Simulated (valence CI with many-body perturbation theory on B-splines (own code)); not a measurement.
Basis-set convergence for Pt⁵⁵⁺

Calculated by relativistic CI+MBPT: five valence electrons over a frozen Dirac-Fock core [Ar], radial functions for each j: 7 s, 7 p, 8 d, 6 f, 4 g, 1 h, with the one-electron correlation potential Σ1, the two-electron term Σ2, the three-electron term Σ3, Breit, model QED; selected CI, second order for the rest, scaled by the run's own slope (own B-spline code, finite nucleus).

The last digits are not significant, and no measured levels were compared; by estimate large intervals hold to a few tenths of a per cent, small ones and those within an open d or f shell to about a per cent. Among the levels kept, up to 560 cm⁻¹ of a level comes from second order outside the variational space, and about a tenth of that is noise between levels of different J, which matters for small intervals. The list stops below the first excitations out of the core. Only levels of the ground parity were solved; by the run's estimate the other parity begins above the list, which can be wrong where configurations are misplaced.

The reference run has the lowest level (3d3/2^4 3d5/2) J=5/2 and an ionisation energy of 5410.04 eV. Its largest variational space holds 20000 state functions.

Levels are named by their leading jj configuration (3d3/2^4 stands for four electrons in 3d with j = 3/2), which in mixed levels can hold well under half, so a name can repeat and another be missing. Letters in brackets count levels of one name in rising energy.

Changed runs:
A. basis 6 s, 6 p, 5 d, 5 f, 1 g
B. basis 5 s, 5 p, 4 d, 4 f

Excitation energies of the reference run in cm⁻¹, and shifts in cm⁻¹:

```tsv
Level	Reference	A	B
(3d3/2^3 3d5/2^2) J=5/2 [a]	627812	-276	-596
(3d3/2^3 3d5/2^2) J=7/2 [a]	726065	-74	+203
(3d3/2^3 3d5/2^2) J=11/2	735326	-7.1	+233
(3d3/2^3 3d5/2^2) J=3/2 [a]	743925	-117	+100
(3d3/2^3 3d5/2^2) J=9/2	785916	-0.1	+623
(3d3/2^3 3d5/2^2) J=5/2 [b]	820356	+28	+900
(3d3/2^3 3d5/2^2) J=1/2	856759	-40	+818
(3d3/2^3 3d5/2^2) J=7/2 [b]	857550	+85	+1018
(3d3/2^3 3d5/2^2) J=3/2 [b]	1012720	+172	+1410
(3d3/2^2 3d5/2^3) J=5/2 [a]	1344010	-332	-606
(3d3/2^2 3d5/2^3) J=7/2 [a]	1420200	-235	+21
(3d3/2^2 3d5/2^3) J=11/2	1421570	-152	+19
Ionisation energy (eV)	5410.04	-0.11	-0.21
```
